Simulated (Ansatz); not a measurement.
System: BeF, charge 0, doublet. BeF (SMILES [Be][F], doublet).
B3LYP-D3(BJ)/def2-TZVP minimum from Ansatz (a program for electronic structure):
```xyz
2

Be     0.0000     0.0000    -0.9505
F      0.0000     0.0000     0.4225
```
Charge 0, spin multiplicity 2.

Property: atomisation energy (electronic, to ground-state atoms), in kJ/mol. Radicals and triplets start from unrestricted determinants; spin-orbit coupling is neglected. Cores are frozen in correlated methods. No relativity. CBS(X,Y): correlation extrapolated as X^-3, Hartree-Fock from the larger set. A bracket is a step between two methods taken in the basis named. Double hybrids freeze cores in their MP2 part. Full CI freezes restricted core orbitals, also for open shells; the composite that ends in it estimates full CI at the basis-set limit. For partners of very few electrons the exact lower level stands in for a higher one. The restricted determinant of Be ([Be], singlet) is unstable towards broken spin symmetry in at least one set run. The spin of BeF ([Be][F], doublet) was assumed, and the state is the lowest solution found for it.

CCSD(T)/CBS(def2-TZVPP,def2-QZVPP) + [CCSDT(Q) - CCSD(T)]/def2-QZVPP + [FCI - CCSDT(Q)]/def2-SVP (Ansatz) gives 568.0 kJ/mol.

**Question.** What does PBE/def2-TZVPD (Ansatz) give here, and how do the other levels compare?

**Answer.** PBE gives 599.3 kJ/mol, 31.3 kJ/mol above it. Differences of the others: r2SCAN/def2-TZVPD (Ansatz) 29.2; B3LYP/def2-TZVPD (Ansatz) 9.2; wB97M-V/def2-TZVPD (Ansatz) -11.8; B2PLYP/def2-TZVPD (Ansatz) 6.9; CCSD(T)/CBS(def2-TZVPP,def2-QZVPP) (Ansatz) -0.1 kJ/mol.
